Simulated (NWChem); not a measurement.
System: CH2Cl2OSi; SMILES O=C[SiH](Cl)Cl

```xyz
7

O      0.1197    -2.7276     0.0000
C     -0.5093    -1.6894     0.0000
Si     0.4349    -0.0088     0.0000
Cl    -0.1060     1.0426     1.6975
Cl    -0.1060     1.0426    -1.6975
H     -1.6239    -1.6964     0.0000
H      1.8930    -0.2252     0.0000
```
Atoms are numbered in this order, from 1.

All runs: NWChem. The geometry was optimised at B3LYP/6-31G* (spherical d). Level: PBE0/aug-cc-pVDZ; rows give the wavelength of the field.

Q: Among these, which field gives the highest value of “anisotropy (bohr³)”?
(A) 589 nm
(B) 1065 nm
(C) static

A: A, 589 nm. Values: static 14.4; 1065 nm 14.7; 589 nm 15.2
